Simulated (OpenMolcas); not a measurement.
**GaBr (SMILES [Ga][Br]): name the method**

The species is GaBr (2 atoms), meant as a singlet with charge 0. As SMILES, `[Ga][Br]`. The coordinates come from a PBE0-D4/def2-TZVP relaxation.

```xyz
2

Ga    0.0000    0.0000    0.0138
Br    0.0000    0.0000    2.3881
```

Orbital energies are those of the mean-field step.

A calculation with OpenMolcas 26.06 gave:

The total energy is -4498.7993 Eh. The dipole moment is 2.32 D. The HOMO energy is -6.34 eV and the LUMO energy is -2.47 eV. The HOMO–LUMO gap is 3.87 eV and the largest force is 0.332 eV/Å.

Question: Which of these levels gave the numbers?
A. TPSS/aug-cc-pVTZ
B. revPBE/aug-cc-pVTZ
C. CCSD(T)/aug-cc-pVTZ (Cholesky decomposition)
D. BHLYP/aug-cc-pVTZ

Answer: B. The others give -4499.1310 Eh (BHLYP/aug-cc-pVTZ), -4496.2156 Eh (CCSD(T)/aug-cc-pVTZ (Cholesky decomposition)), -4499.0563 Eh (TPSS/aug-cc-pVTZ).
